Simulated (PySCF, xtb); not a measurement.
In(F)2(SMe) (CH₃F₂InS), SMILES [F][In]([S]C)[F]. One conformer was computed; it need not be the lowest.

Harmonic wavenumbers (cm⁻¹) from GFN2-xTB in xtb at its own minimum, in rising order: 32, 62, 69, 95, 105, 162, 277, 330, 339, 708, 927, 944, 1309, 1415, 1419, 3009, 3020, 3039.

**Question.** What does PBE0-D3(BJ)/def2-SVP (PySCF) give at its own minimum? (An estimate is asked for; the answer gives what the named calculation found.)

**Answer.** 52, 80, 107, 140, 149, 199, 378, 602, 633, 707, 972, 996, 1345, 1457, 1460, 3075, 3197, 3198. Paired by order, the mean absolute difference is 83 cm⁻¹ and the zero-point energies are 24.7 and 26.8 kcal/mol.
